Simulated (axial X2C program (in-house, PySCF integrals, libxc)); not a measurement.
# ZrTe along the bond: PBE0, two-component

All values were computed with an in-house relativistic program for diatomic molecules. Two-component (2c) means X2C with spin–orbit coupling and atomic mean-field two-electron Coulomb and Gaunt terms. Basis: Te dyall-cv3z [11s12p8d4f1g], Zr dyall-cv3z [11s12p9d6f3g] (cores contracted in-house); Gaussian nuclei, density fitting, unrestricted open shells. Masses: Te 129.906 u, Zr 89.905 u.

State: Ω = 1 (⟨Sz⟩ = -1.00, ⟨Lz⟩ = 2.00 at PBE0). Dipoles are positive if Zr is the positive end.

Results along the bond:

```csv
R (Å),μ (D),HOMO (eV),LUMO (eV)
2.392,5.289,-5.01,-2.32
2.469,5.569,-5.13,-2.42
2.545,5.844,-5.26,-2.53
2.634,6.150,-5.39,-2.64
2.723,6.427,-5.50,-2.74
2.838,6.714,-5.41,-2.85
```

Occupations by symmetry block were frozen at the best pattern of an incomplete PBE0 search. Density functionals use the spin component along the axis (collinear). PBE0 can misorder states that lie within some tenths of an eV, so this need not be the ground state of the molecule. The nearest other 2c determinant of the search, Ω = 3, lies 0.08 eV up at the distance of the search. Without a current term, density functionals place determinants with orbital angular momentum somewhat too high. With several unpaired electrons one determinant need not be a pure state. The determinant is spin-polarised beyond a pure state at some levels (its spin-free form has ⟨S²⟩ too high), which makes Re and μ there less reliable.
